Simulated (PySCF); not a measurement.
Job file and geometry (Å, from PBE0-D3(BJ)/def2-SVP) of an NMR shielding run on `CC(C)C1=CCCP1`, C$_{7}$H$_{13}$P, GIAO B97-2/pcSseg-1 NMR shielding, non-relativistic, gas phase in PySCF 2.14.0, density-fitted response routines; density fitting, a coarse starting grid and PySCF grid level 2 are the driver's defaults:

```
$ OMP_NUM_THREADS=1 python probes_run.py task.json out

{"job": {"kind": "nmr", "xc": "B97-2", "basis": "pcSseg-1", "pop": false}, "charge": 0, "multiplicity": 1}
C     -1.906723    -1.277624     0.944391
C     -1.293256    -0.470828    -0.191395
C     -2.053607     0.837882    -0.417109
C      0.175402    -0.201320    -0.008718
C      0.946391    -0.538018     1.036738
C      2.379628    -0.092634     1.005284
C      2.722859     0.233105    -0.450572
P      1.136041     0.685161    -1.323548
H     -1.385748    -2.236213     1.087497
H     -1.862540    -0.721751     1.894900
H     -2.964790    -1.497102     0.735750
H     -1.388812    -1.062962    -1.121951
H     -3.118792     0.643840    -0.616192
H     -1.650786     1.396809    -1.276737
H     -1.983664     1.487020     0.470548
H      0.557415    -1.074421     1.908464
H      3.059851    -0.852728     1.425191
H      2.494370     0.803081     1.646617
H      3.107398    -0.664885    -0.961133
H      3.483023     1.020147    -0.562184
H      0.987032     2.007316    -0.780281
```

Task: Write the output of this run.

Result: 
```
coarse grid: 17288 points
cycle   1  E = -615.6892819785  dE =  7.199e-01  |g| = 4.303e-01  |ddm| = 4.120e+00
cycle   2  E = -615.6693043682  dE =  1.998e-02  |g| = 5.156e-01  |ddm| = 9.921e-01
cycle   3  E = -615.7415965802  dE = -7.229e-02  |g| = 4.997e-02  |ddm| = 6.266e-01
cycle   4  E = -615.7421079385  dE = -5.114e-04  |g| = 2.701e-02  |ddm| = 1.111e-01
cycle   5  E = -615.7422685802  dE = -1.606e-04  |g| = 9.026e-03  |ddm| = 3.076e-02
cycle   6  E = -615.7422867059  dE = -1.813e-05  |g| = 3.837e-03  |ddm| = 1.381e-02
cycle   7  E = -615.7422905773  dE = -3.871e-06  |g| = 5.568e-04  |ddm| = 4.292e-03
final grid: 160224 points
cycle   8  E = -615.7815742383  dE = -8.480e-05  |g| = 2.790e-03  |ddm| = 4.850e-02
cycle   9  E = -615.7815742066  dE =  3.167e-08  |g| = 2.417e-03  |ddm| = 6.021e-03
cycle  10  E = -615.7815756190  dE = -1.412e-06  |g| = 6.523e-04  |ddm| = 3.284e-03
cycle  11  E = -615.7815757181  dE = -9.915e-08  |g| = 1.590e-04  |ddm| = 8.741e-04
cycle  12  E = -615.7815757234  dE = -5.256e-09  |g| = 8.106e-05  |ddm| = 2.504e-04
cycle  13  E = -615.7815757249  dE = -1.515e-09  |g| = 2.838e-05  |ddm| = 1.040e-04
cycle  14  E = -615.7815757251  dE = -1.983e-10  |g| = 3.960e-06  |ddm| = 3.220e-05
converged SCF energy = -615.7815757251

GIAO shielding tensors (ppm)
atom      isotropic    diamagn.    paramagn.     s11        s22        s33       span
  0 C      161.679     247.608     -85.929    150.075    153.485    181.475     31.400
  1 C      149.201     243.403     -94.202    136.347    151.540    159.716     23.369
  2 C      159.644     248.316     -88.672    147.130    150.635    181.165     34.035
  3 C       29.675     265.426    -235.751    -71.200     39.783    120.440    191.640
  4 C       46.460     253.989    -207.529    -49.881     52.378    136.883    186.764
  5 C      143.784     249.977    -106.193    117.197    150.777    163.376     46.179
  6 C      159.775     255.202     -95.428    134.958    166.412    177.954     42.996
  7 P      385.450     967.546    -582.096    298.150    414.645    443.556    145.405
  8 H       30.015      30.821      -0.806     25.597     28.238     36.209     10.612
  9 H       30.384      31.205      -0.821     27.240     28.715     35.197      7.958
 10 H       30.252      28.741       1.511     25.791     28.158     36.806     11.015
 11 H       28.931      31.427      -2.496     25.296     27.750     33.747      8.452
 12 H       30.335      29.371       0.964     25.944     27.962     37.099     11.154
 13 H       30.031      30.796      -0.764     24.647     30.394     35.054     10.407
 14 H       30.843      31.175      -0.332     28.166     28.614     35.749      7.584
 15 H       25.374      34.731      -9.357     22.592     24.454     29.075      6.483
 16 H       28.729      29.260      -0.531     23.790     26.923     35.474     11.684
 17 H       28.806      30.312      -1.507     24.494     27.122     34.800     10.306
 18 H       29.697      30.998      -1.300     24.273     27.915     36.903     12.629
 19 H       29.568      29.595      -0.027     25.117     26.933     36.654     11.537
 20 H       27.337      30.540      -3.204     22.792     26.802     32.417      9.625
```

Size and cost of the density-fitted run: 208 basis functions, 35 s wall time on 1 thread of an Arm Neoverse V1, shared host; peak memory 0.98 GiB.
